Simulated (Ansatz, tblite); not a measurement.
Isomers of SnGe₃⁺ (doublet), found by a short tight-binding search and relaxed with PBE-D4/def2-SVP in Ansatz.

In the def2 sets Sn takes a core potential; there is no spin–orbit coupling. The xTB rows come from tblite. HSE06 is defined as in plane-wave codes, on full-range PBE exchange.

Run but left out: HF/def2-SVP, MP2/def2-SVP, CCSD/def2-SVP, CCSD(T)/def2-SVP (A: ⟨S²⟩ 1.55, where a pure state has 0.75).

Other spin states were run for one of them alone.

A:

```xyz
4

Ge    0.5119    1.9726    0.1326
Ge   -0.6520    0.1796    1.2447
Ge   -0.6330   -1.9391    0.0974
Sn    0.7731   -0.2131   -1.4747
```

B:

```xyz
4

Ge    0.7248    0.0932   -1.2850
Ge   -0.7105   -0.2405    1.2737
Ge    0.1542   -1.9939   -0.1736
Sn   -0.1684    2.1412    0.1848
```

**Question.** Estimate their order by electronic energy at ωB97X-V/def2-TZVP, counted from the lowest.

**Answer.** B (0.00) < A (0.15), in eV.

**Question.** Do the other levels pick the same lowest one?

**Answer.** Not GFN1-xTB. Energies above each level's lowest (eV):

```tsv
level	A	B
GFN1-xTB	0.00	0.19
GFN2-xTB	0.13	0.00
PBE-D4/def2-TZVP	0.12	0.00
r2SCAN-D4/def2-TZVP	0.13	0.00
PBE0-D4/def2-TZVP	0.14	0.00
HSE06-D4/def2-TZVP	0.14	0.00
ωB97X-V/def2-TZVP	0.15	0.00
```
Point groups (tolerance 0.1 Å): A C2v, B C2v. Lower isomers may exist.
